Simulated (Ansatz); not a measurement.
This geometry of AlCl₂H₄N (8 atoms, charge 0, multiplicity 1) is a first-order saddle point.

Computed with RKS PBE0-D4/def2-SVP (Ansatz 0.2.0).

```xyz
8
Properties=species:S:1:pos:R:3
Al 0.057 -0.418 -0.050
H -0.155 0.069 1.666
Cl 1.922 0.292 -0.707
Cl -1.710 0.042 -1.088
N 0.084 -2.080 0.806
H -0.695 -2.734 0.743
H 0.955 -2.595 0.925
H -0.089 -0.922 1.659
```

Question: Which two structures does it join? (They come from a converged band through this point; their orientation in space is the band's.)

Answer: Bonds broken: Al1–H2, N5–H8. Bonds formed: H2–H8. AlCl2H4N becomes AlCl2H2N + H2.

First end point:

```xyz
8
Properties=species:S:1:pos:R:3
Al 0.008 -0.051 0.211
H -0.176 0.858 1.493
Cl 1.916 -0.037 -0.756
Cl -1.666 -0.273 -1.103
N 0.063 -1.954 0.942
H -0.688 -2.502 0.517
H 0.954 -2.388 0.692
H -0.042 -2.001 1.957
```

Last end point:

```xyz
8
Properties=species:S:1:pos:R:3
Al 0.086 -0.733 -0.170
H -0.153 0.492 1.828
Cl 1.861 0.335 -0.500
Cl -1.723 0.061 -0.872
N 0.141 -2.382 0.440
H -0.662 -2.997 0.501
H 0.991 -2.877 0.685
H -0.172 -0.244 2.043
```

Question: How far does it lie above each of them?

Answer: 1.55 eV above the first and 0.59 eV above the second. This is the barrier of this one path; another mechanism may lie lower. The orbitals stay closed-shell, which can raise the energy where a bond breaks towards radicals; this wasn't checked here.

Run time: 3.4 min on 2 threads of Arm Neoverse V1, on a shared host, peak memory 0.18 GiB.
